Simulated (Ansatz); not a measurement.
CH$_{8}$GeO$_{3}$Si, SMILES `CO[SiH](O)[GeH2][OH]`, relaxed with RKS PBE0-D4/def2-TZVP in the Gaussian-basis code of Ansatz from a GFN2-xTB geometry. The force threshold is 0.005 eV/Å; the program also tests the step.

The species carries charge 0 and has multiplicity 1.

Start:

```xyz
14

C     2.145    0.179    0.357
O     1.175    1.110   -0.012
Si   -0.269    0.759   -0.667
O    -1.112    2.134   -0.606
Ge   -1.456   -0.786    0.622
O    -1.414   -2.380   -0.127
H     1.690   -0.688    0.847
H     2.836    0.663    1.050
H     2.697   -0.164   -0.522
H    -0.070    0.332   -2.064
H    -0.664    2.966   -0.736
H    -2.923   -0.497    0.904
H    -0.889   -1.174    1.973
H    -1.747   -2.453   -1.018
```

```
         step  energy (eV)  largest force (eV/Å)  largest move (Å)
            1  -71692.2548                 0.917             0.000
            2  -71692.3758                 0.378             0.146
            3  -71692.4008                 0.223             0.081
 4 (rejected)  -71692.3947                 0.542             0.101
            5  -71692.4129                 0.045             0.049
            6  -71692.4204                 0.161             0.100
            7  -71692.4232                 0.135             0.053
            8  -71692.4256                 0.130             0.054
            9  -71692.4285                 0.148             0.126
10 (rejected)  -71692.4238                 0.308             0.180
           11  -71692.4330                 0.079             0.088
           14  -71692.4416                 0.183             0.028
           17  -71692.4459                 0.246             0.096
           20  -71692.4528                 0.087             0.053
           23  -71692.4554                 0.063             0.015
           26  -71692.4559                 0.011             0.040
           29  -71692.4565                 0.051             0.035
           32  -71692.4567                 0.011             0.021
           35  -71692.4569                 0.007             0.020
           38  -71692.4578                 0.062             0.028
           41  -71692.4597                 0.568             0.082
44 (rejected)  -71692.3746                 0.752             0.200
47 (rejected)  -71692.4853                 0.498             0.100
           50  -71692.4910                 0.067             0.045
           53  -71692.4913                 0.013             0.028
           56  -71692.4913                 0.015             0.005
           57  -71692.4913                 0.004             0.004
```

End:

```xyz
14

C     2.151   -0.044   -0.021
O     1.177    0.937    0.277
Si   -0.296    0.990   -0.435
O    -1.033    2.396   -0.036
Ge   -1.711   -0.738    0.400
O    -0.644   -2.182    0.274
H     1.811   -1.040    0.277
H     3.058    0.204    0.532
H     2.386   -0.058   -1.091
H    -0.101    0.868   -1.912
H    -0.597    3.216   -0.274
H    -2.990   -0.998   -0.430
H    -2.132   -0.561    1.876
H    -1.077   -2.989    0.561
```

Hardware: 2 threads of an AMD EPYC 7R13 on a shared host and a share of an NVIDIA H100 80 GB. Wall time 2.1 min, peak host memory 0.94 GiB.
